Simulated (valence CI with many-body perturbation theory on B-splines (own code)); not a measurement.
**Au XLVIII: electric-dipole lines**

Computed by valence CI with perturbative core correlation (CI+MBPT): four valence electrons over a frozen Dirac-Fock core [Ar] 3d10, radial functions for each j: 11 s, 11 p, 10 d, 8 f, 5 g, 2 h, with the one-electron correlation potential Σ1, the two-electron term Σ2, the three-electron term Σ3, Breit, model QED; selected CI, second order for the rest, scaled by the run's own slope (own B-spline code, finite nucleus).

No measured spectrum was set against this ion. As an estimate, large intervals hold to a few tenths of a per cent, small ones and those within an open d or f shell to about a per cent. Among the levels kept, up to 400 cm⁻¹ of a level comes from second order outside the variational space, and about a tenth of that is noise between levels of different J, which matters for small intervals.

Lines 101 to 150 of 563 in falling wavelength, among levels below 6511.3 × 10³ cm⁻¹, chosen from the strongest by gf and those to the six lowest levels. Wavelengths and rates use the calculated energies. Electric multipoles are in the length gauge, E1 and E2 with the static RPA response of the core. Weak lines are less certain than strong ones. Lines between different terms over intervals too small for the method are left out, as are lines whose strength nearly cancels. Where a level lies close to another of its J and parity, the split of strength between their lines is uncertain. The highest levels of a list are the least certain.

Levels are named by their leading jj configuration (3d3/2^4 stands for four electrons in 3d with j = 3/2), which in mixed levels can hold well under half, so a name can repeat and another be missing. Letters in brackets count levels of one name in rising energy.

```csv
λ vac (Å),Upper,Lower,A (s⁻¹),log gf,Branch %
61.79,(4s 4p1/2 4d3/2 4d5/2) J=4 [c],(4s 4p1/2 4p3/2 4d5/2) J=4 [a],4.22e+10,-0.66,3.9
61.79,(4s 4p1/2 4d5/2^2) J=2 [b],(4s 4p1/2 4p3/2 4d5/2) J=2 [c],1.53e+11,-0.36,16.4
61.77,(4s 4p1/2 4d5/2^2) J=4 [b],(4s 4p1/2 4p3/2 4d5/2) J=3 [d],4.23e+11,0.34,34.3
61.74,(4s^2 4d3/2 4d5/2) J=3,(4s^2 4p3/2 4d3/2) J=3,5.64e+10,-0.65,3.1
61.71,(4s 4p1/2 4p3/2 4f7/2) J=2 [b],(4s 4p1/2 4p3/2 4d5/2) J=2 [b],1.66e+11,-0.32,23.2
61.67,(4s 4p1/2 4p3/2 4f7/2) J=3 [e],(4s 4p1/2 4p3/2 4d5/2) J=2 [c],2.44e+11,-0.01,22.5
61.56,(4s 4p1/2 4d3/2 4d5/2) J=3 [b],(4s 4p1/2 4p3/2 4d3/2) J=2 [b],7.34e+10,-0.54,15.4
61.54,(4s^2 4p3/2 4f7/2) J=3,(4s^2 4p3/2 4d5/2) J=2,1.61e+11,-0.19,56.1
61.52,(4s 4p1/2 4p3/2 4d3/2) J=3 [a],(4s^2 4p1/2 4d5/2) J=2,1.11e+11,-0.36,76.1
61.49,(4s 4p1/2 4p3/2 4f7/2) J=4 [e],(4s 4p1/2 4p3/2 4d5/2) J=3 [c],2.90e+11,0.17,25.9
61.45,(4s^2 4p3/2 4d5/2) J=2,(4s^2 4p3/2^2) J=2,1.57e+11,-0.35,97.9
61.42,(4s 4p1/2 4d5/2^2) J=2 [b],(4s 4p1/2 4p3/2 4d5/2) J=1 [c],2.00e+11,-0.25,21.6
61.41,(4s 4p1/2 4d3/2 4d5/2) J=5,(4s 4p1/2 4p3/2 4d3/2) J=4,7.63e+10,-0.32,50.2
61.41,(4s 4p1/2 4p3/2 4d5/2) J=3 [a],(4s 4p1/2 4p3/2^2) J=3,1.00e+11,-0.40,19.4
61.40,(4s^2 4d5/2^2) J=2,(4s^2 4p3/2 4d5/2) J=1,3.18e+11,-0.05,40.5
61.32,(4s 4p1/2 4p3/2 4f7/2) J=5 [b],(4s 4p1/2 4p3/2 4d5/2) J=5,2.72e+10,-0.77,5.0
61.32,(4s 4p1/2 4d3/2 4d5/2) J=2 [b],(4s 4p1/2 4p3/2 4d3/2) J=2 [b],8.64e+10,-0.61,19.4
61.23,(4s^2 4d5/2^2) J=0,(4s^2 4p3/2 4d5/2) J=1,3.15e+11,-0.75,63.2
61.20,(4s^2 4d3/2 4d5/2) J=4,(4s^2 4p3/2 4d3/2) J=3,8.26e+10,-0.38,5.4
61.16,(4s 4p1/2 4d5/2^2) J=1,(4s 4p1/2 4p3/2 4d5/2) J=0,2.85e+11,-0.32,27.0
61.13,(4s 4p1/2 4p3/2 4f7/2) J=3 [c],(4s 4p1/2 4p3/2 4d5/2) J=3 [a],4.89e+10,-0.72,8.8
61.13,(4s 4p1/2 4d3/2 4d5/2) J=4 [a],(4s 4p1/2 4p3/2 4d3/2) J=3 [a],6.46e+10,-0.49,29.3
61.05,(4s 4p1/2 4p3/2 4f7/2) J=2 [c],(4s 4p1/2 4p3/2 4d5/2) J=1 [b],2.68e+11,-0.13,31.5
61.02,(4s^2 4d3/2 4d5/2) J=3,(4s^2 4p3/2 4d3/2) J=2,1.04e+11,-0.39,5.7
60.90,(4s 4p1/2 4p3/2 4f7/2) J=2 [a],(4s 4p1/2 4p3/2 4d5/2) J=2 [a],1.17e+11,-0.49,20.0
60.85,(4s^2 4p1/2 4d5/2) J=2,(4s^2 4p1/2 4p3/2) J=2,3.99e+10,-0.96,12.3
60.82,(4s 4p1/2 4d5/2^2) J=1,(4s 4p1/2 4p3/2 4d5/2) J=1 [c],1.69e+11,-0.55,16.1
60.80,(4s 4p1/2 4d5/2^2) J=5 [b],(4s 4p1/2 4p3/2 4d5/2) J=4 [c],3.78e+11,0.36,44.2
60.78,(4s 4p1/2 4p3/2 4d5/2) J=2 [a],(4s 4p1/2 4p3/2^2) J=2 [a],1.73e+11,-0.32,39.0
60.66,(4s 4p1/2 4p3/2 4f7/2) J=1,(4s 4p1/2 4p3/2 4d5/2) J=1 [a],1.15e+11,-0.72,16.1
60.56,(4s 4p1/2 4p3/2 4f5/2) J=4 [b],(4s 4p1/2 4p3/2 4d5/2) J=3 [a],5.23e+10,-0.59,6.4
60.56,(4s^2 4d5/2^2) J=2,(4s^2 4p3/2 4d5/2) J=3,8.06e+10,-0.65,10.3
60.55,(4s^2 4p3/2 4f5/2) J=4,(4s^2 4p3/2 4d5/2) J=3,3.41e+11,0.23,35.5
60.52,(4s 4p1/2 4d3/2 4d5/2) J=3 [c],(4s 4p1/2 4p3/2 4d3/2) J=2 [c],1.20e+11,-0.34,7.1
60.51,(4s 4p1/2 4d5/2^2) J=2 [a],(4s 4p1/2 4p3/2 4d5/2) J=1 [a],1.82e+11,-0.30,16.6
60.49,(4s 4p1/2 4p3/2 4f7/2) J=5 [c],(4s 4p1/2 4p3/2 4d5/2) J=4 [b],2.42e+11,0.16,32.4
60.48,(4s^2 4d5/2^2) J=4,(4s^2 4p3/2 4d5/2) J=4,7.74e+10,-0.42,13.2
60.47,(4s 4p1/2 4p3/2 4f5/2) J=2 [b],(4s 4p1/2 4p3/2 4d5/2) J=2 [a],7.35e+10,-0.70,7.8
60.41,(4s^2 4p1/2 4d5/2) J=3,(4s^2 4p1/2 4p3/2) J=2,2.55e+11,-0.01,100.0
60.28,(4s^2 4d3/2 4d5/2) J=2,(4s^2 4p3/2 4d3/2) J=1,1.13e+11,-0.51,5.5
60.27,(4s 4p1/2 4p3/2 4f7/2) J=4 [a],(4s 4p1/2 4p3/2 4d5/2) J=4 [a],8.20e+10,-0.40,24.8
60.24,(4s 4p1/2 4p3/2 4f7/2) J=6,(4s 4p1/2 4p3/2 4d5/2) J=5,2.42e+11,0.23,92.7
60.22,(4s 4p1/2 4d5/2^2) J=3 [b],(4s 4p1/2 4p3/2 4d5/2) J=2 [b],1.28e+11,-0.31,10.5
60.22,(4s^2 4p3/2 4f7/2) J=5,(4s^2 4p3/2 4d5/2) J=4,2.50e+11,0.18,100.0
60.18,(4s 4p1/2 4d5/2^2) J=5 [a],(4s 4p1/2 4p3/2 4d5/2) J=5,1.55e+11,-0.03,33.0
60.08,(4p1/2^2 4p3/2 4d5/2) J=1,(4p1/2^2 4p3/2^2) J=0,3.18e+11,-0.29,36.5
60.04,(4s 4p1/2 4d3/2 4d5/2) J=3 [a],(4s 4p1/2 4p3/2 4d3/2) J=2 [a],1.19e+11,-0.35,30.4
59.83,(4s 4p1/2 4p3/2 4d5/2) J=0,(4s 4p1/2 4p3/2^2) J=1 [b],4.25e+11,-0.64,41.7
59.81,(4s 4p1/2 4d5/2^2) J=3 [b],(4s 4p1/2 4p3/2 4d5/2) J=3 [b],5.23e+10,-0.71,4.3
59.79,(4s 4p1/2 4p3/2 4f7/2) J=5 [a],(4s 4p1/2 4p3/2 4d5/2) J=4 [a],2.67e+11,0.20,82.1
```

How does gf follow from A for the line at 60.04 Å?

gf = 1.4992 × (2J+1)_upper × A / σ², with σ = 1665676 cm⁻¹ and 2J+1 = 7: gf = 0.451.
